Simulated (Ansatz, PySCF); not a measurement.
Gas-phase reaction R1 → 2 P1, each structure at its B3LYP-D3(BJ)/def2-TZVP stationary point, reached from a drawn start (curvature not checked).
P1, OH (SMILES [OH]) (charge 0, multiplicity 2, Z-matrix in Å and degrees):
```
O
H 1 0.9767
```
R1: H2O2 (SMILES OO), charge 0, multiplicity 1.

P less R. No zero-point or thermal terms; singlets are restricted closed shells; open shells are unrestricted; no spin–orbit coupling.

Correlated levels freeze the cores.

The values were computed with Ansatz (Gaussian basis) for Hartree–Fock, density functionals and correlated methods; PySCF for the D3/D4 terms. All values are computed, each at the level named.

```tsv
level	reaction energy (eV)
HF/cc-pVTZ	-0.060
PBE-D4/def2-TZVPP	2.748
r2SCAN-D4/def2-TZVPP	2.240
B97M-V/def2-TZVPP	2.262
BHLYP/def2-TZVPP	1.641
wB97X-V/def2-TZVPP	2.352
B2PLYP/def2-TZVPP	?
MP2/cc-pVQZ	?
CCSD/cc-pVQZ	?
```

Complete the blanks.


- B2PLYP/def2-TZVPP, reaction energy (eV): 2.256
- MP2/cc-pVQZ, reaction energy (eV): 2.650
- CCSD/cc-pVQZ, reaction energy (eV): 2.075

Ansatz is a program for electronic structure.
